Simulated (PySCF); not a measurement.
Compound: C3H9ClOSi.
Numbering: `[CH3:1][CH2:2][Si@@H:3]([Cl:4])[O:5][CH3:6]` (hydrogens: H7, H8, H9 on C1; H10, H11 on C2; H12 on Si3; H13, H14, H15 on C6)

Structure used (PBE0-D3(BJ)/def2-SVP), in Å, numbered top down from 1:
```
atom  x, y, z in Å
C1    -2.2599   -0.3817   -0.9399
C2    -1.9449   -1.7999   -1.4103
Si3   -0.2631   -2.3970   -0.8925
Cl4    0.1126   -4.2660   -1.7268
O5     0.8429   -1.3135   -1.4738
C6     2.2321   -1.4018   -1.3031
H7    -3.2577   -0.0589   -1.2745
H8    -1.5243    0.3364   -1.3324
H9    -2.2420   -0.3026    0.1590
H10   -1.9800   -1.8679   -2.5113
H11   -2.6910   -2.5230   -1.0385
H12   -0.0998   -2.5597    0.5818
H13    2.7086   -0.5829   -1.8623
H14    2.5207   -1.3063   -0.2406
H15    2.6289   -2.3586   -1.6851
```

Theory: core-valence-separated Tamm–Dancoff BHandHLYP/aug-pcX-1 (pcseg-1 on H, def2-SVPD on Si, def2-SVPD on Cl) in PySCF, non-relativistic, gas phase, PBE0-D3(BJ)/def2-SVP geometry.

Computed oxygen K-edge spectrum, Gaussian lines of 0.3 eV full width, highest printed point 100; it ends one width below the last computed root. No empirical shift is added; at this level the pattern usually sits a few eV under experiment.

photon energy (eV), absorption and a bar:
```
    532.8          2 
    532.9         13 ###
    533.0         39 ###########
    533.1         65 ###################
    533.2         57 #################
    533.3         28 ########
    533.4         11 ###
    533.5         19 #####
    533.6         50 ###############
    533.7         80 ########################
    533.8         88 ##########################
    533.9         95 #############################
    534.0        100 ##############################
    534.1         88 ##########################
    534.2         89 ###########################
    534.3         97 #############################
    534.4         71 #####################
    534.5         29 ########
    534.6          8 ##
    534.7         11 ###
    534.8         35 ##########
    534.9         67 ####################
    535.0         75 ######################
    535.1         53 ################
    535.2         29 ########
```

Question: Where are the maxima, and which lines make them up?

Answer: 4 maxima:
- 533.1 eV: O5 (silyl ether oxygen), 533.13 eV, f = 0.010, 100 % of the height at the exact maximum
- 534.0 eV: O5 (silyl ether oxygen), 533.99 eV, f = 0.013, 88 % of the height at the exact maximum
- 534.3 eV: O5 (silyl ether oxygen), 534.30 eV, f = 0.014, 94 % of the height at the exact maximum
- 535.0 eV: O5 (silyl ether oxygen), 534.93 eV, f = 0.007, 59 % of the height at the exact maximum; O5 (silyl ether oxygen), 535.02 eV, f = 0.005, 39 % of the height at the exact maximum

Further lines of some strength in the range: O5, 533.72 eV, f = 0.011.

Roots within 0.03 eV on the same or equivalent atoms count as one line; shares under 12 % aren't listed.

Vibrational structure and lifetime widths aren't in the curve. The ionisation threshold wasn't computed; near and above it a finite basis only mimics Rydberg series and continuum.

One conformer stands for the species.
